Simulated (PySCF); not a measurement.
# 2,2-dimethylpentane (SMILES CCCC(C)(C)C)

Geometry:
```csv
atom,x (Å),y (Å),z (Å)
C1,2.724,0.049,0.429
C2,1.266,-0.352,0.587
C3,0.339,0.450,-0.319
C4,-1.167,0.133,-0.246
C5,-1.434,-1.323,-0.636
C6,-1.709,0.393,1.162
C7,-1.890,1.051,-1.233
H8,2.875,1.114,0.670
H9,3.071,-0.103,-0.606
H10,3.382,-0.537,1.089
H11,0.965,-0.222,1.640
H12,1.160,-1.429,0.374
H13,0.668,0.317,-1.366
H14,0.475,1.525,-0.100
H15,-2.517,-1.527,-0.662
H16,-1.027,-1.549,-1.634
H17,-0.984,-2.029,0.079
H18,-1.503,1.428,1.481
H19,-2.800,0.244,1.194
H20,-1.263,-0.284,1.906
H21,-1.531,0.890,-2.262
H22,-2.977,0.868,-1.224
H23,-1.726,2.112,-0.983
```

Method: PySCF, TDDFT CAM-B3LYP/aug-cc-pVDZ excited states, vertical, gas phase. Geometry: PBE0-D3(BJ)/def2-SVP.

Singlets 2 and 3 lie within 0.01 eV of each other, so their separate moments and overlaps can depend on how they mix.

Q: How strongly do the lowest singlets absorb one photon, and two photons of half the energy?

A: δ for parallel linear polarisation; σ at the peak of a Lorentzian of half width 0.1 eV, single beam; Ω is circular over linear.
| state | E (eV) | f | photon λ (nm) | δ (au) | σ (GM) | Ω | main |
| --- | --- | --- | --- | --- | --- | --- | --- |
| S1 | 7.99 | 0.049 | 310 | 10.7 | 0.25 | 0.65 | HOMO→LUMO 0.89 |
| S2 | 8.13 | 0.038 | 305 | 30 | 0.73 | 1.49 | HOMO−2→LUMO 0.78 |
| S3 | 8.13 | 0.060 | 305 | 33.1 | 0.80 | 0.29 | HOMO−1→LUMO 0.86 |
| S4 | 8.43 | 0.043 | 294 | 14.9 | 0.39 | 1.50 | HOMO−3→LUMO 0.51, HOMO−2→LUMO+1 0.31 |
| S5 | 8.46 | 0.004 | 293 | 248 | 6.50 | 0.61 | HOMO→LUMO+1 0.67, HOMO−1→LUMO+1 0.10 |
| S6 | 8.56 | 0.014 | 290 | 63.9 | 1.72 | 1.49 | HOMO→LUMO+2 0.84 |

Among these, the strongest one-photon state is S3, the strongest two-photon state S5, with a dipole change of 2.1 D (relaxed, norm of the difference vector).
